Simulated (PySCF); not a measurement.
Simulated C 1s region for `Cc1c[n+](C)ccn1`, binding energy against the vacuum level.

Every computed line was given a Gaussian of 0.7 eV full width at half maximum and an area set by the number of equivalent atoms; the highest printed point is 100. Level of theory: delta-SCF UKS SCAN, pcX-2 on the ionised atom, pcseg-1 elsewhere, spin-free X2C (PySCF).

| binding energy (eV) | intensity |
| --- | --- |
| 294.0 | 0 |
| 294.1 | 0 |
| 294.2 | 0 |
| 294.3 | 1 |
| 294.4 | 2 |
| 294.5 | 4 |
| 294.6 | 7 |
| 294.7 | 12 |
| 294.8 | 16 |
| 294.9 | 20 |
| 295.0 | 23 |
| 295.1 | 23 |
| 295.2 | 20 |
| 295.3 | 16 |
| 295.4 | 11 |
| 295.5 | 7 |
| 295.6 | 4 |
| 295.7 | 2 |
| 295.8 | 1 |
| 295.9 | 1 |
| 296.0 | 1 |
| 296.1 | 3 |
| 296.2 | 7 |
| 296.3 | 14 |
| 296.4 | 24 |
| 296.5 | 39 |
| 296.6 | 57 |
| 296.7 | 75 |
| 296.8 | 90 |
| 296.9 | 99 |
| 297.0 | 100 |
| 297.1 | 92 |
| 297.2 | 79 |
| 297.3 | 62 |
| 297.4 | 45 |
| 297.5 | 30 |
| 297.6 | 19 |
| 297.7 | 11 |
| 297.8 | 6 |
| 297.9 | 3 |
| 298.0 | 1 |
| 298.1 | 0 |
| 298.2 | 0 |
| 298.3 | 0 |

Question: How many maxima does the curve show, and how many computed lines lie under it?

Answer: The curve has 2 maxima (at 295.0 and 297.0 eV). Under it lie 6 lines from 6 inequivalent carbon sites. At this width some lines have no maximum of their own.

Question: Decompose the envelope and assign each component. Numbering: `[CH3:1][c:2]1[cH:3][n+:4]([CH3:5])[cH:6][cH:7][n:8]1`.

Answer: 
| position (eV) | relative area | line | atoms | environment |
| --- | --- | --- | --- | --- |
| 295.05 | 1 | C 1s | C1 | benzylic-type carbon |
| 296.76 | 1 | C 1s | C7 | aromatic CH next to a ring nitrogen |
| 296.94 | 1 | C 1s | C2 | substituted aromatic carbon |
| 296.94 | 1 | C 1s | C6 | aromatic CH next to a ring nitrogen |
| 296.97 | 1 | C 1s | C3 | aromatic CH next to a ring nitrogen |
| 297.27 | 1 | C 1s | C5 | N-methyl carbon |

Lowest listed C 1s: C1, bonded to C and 3 H. Highest, 2.22 eV above it: C5, bonded to N and 3 H. The values 296.94, 296.94 and 296.97 eV lie too close for their order to be trusted.

No satellites, vibrations or lifetime broadening are included. Spin contamination (⟨S²⟩ against 0.75 for a pure doublet) is marked for C 1s of C2 (0.85), which makes this value less certain. The species carries charge +1, so core ionisation leaves charge +2. Isolated species at its PBE0-D3(BJ)/def2-SVP geometry, gas phase.
